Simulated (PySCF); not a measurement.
## Sulfur: a sound run and one with changed settings

Sound run: S⁺ [Ne] 3s2 3p3, S²⁺ [Ne] 3s2 3p2. All numbers are calculated (PySCF 2.14, scalar relativity by spin-free X2C-1e, in x2c-TZVPall (5s5p2d1f, 37 functions)). The sound run starts from symmetry-adapted Hartree-Fock orbitals and uses a fine grid where one is needed.

Changed run: 26 angular points. This setting is unsound on purpose.

```
species  method  sound run (hartree)  changed run (hartree)  converged
     S⁺     UHF           -398.24553             -398.24553        yes
     S⁺    TPSS           -398.84110             -398.84110        yes
     S⁺   B3LYP           -398.83668             -398.83668        yes
    S²⁺     UHF           -397.41108             -397.41108        yes
    S²⁺    TPSS           -397.98270             -397.98276        yes
    S²⁺   B3LYP           -397.98261             -397.98266        yes
```

Ionisation energy of S⁺:

| method | sound run (eV) | changed run (eV) |
| --- | --- | --- |
| UHF | 22.706 | 22.706 |
| TPSS | 23.358 | 23.356 |
| B3LYP | 23.240 | 23.239 |

A coarse angular grid integrates products of high-l functions wrongly, so density functionals can shift, and the SCF can exploit the error; Hartree-Fock and MP2 need no grid.

For comparison, NIST gives 23.338 eV between the lowest levels.
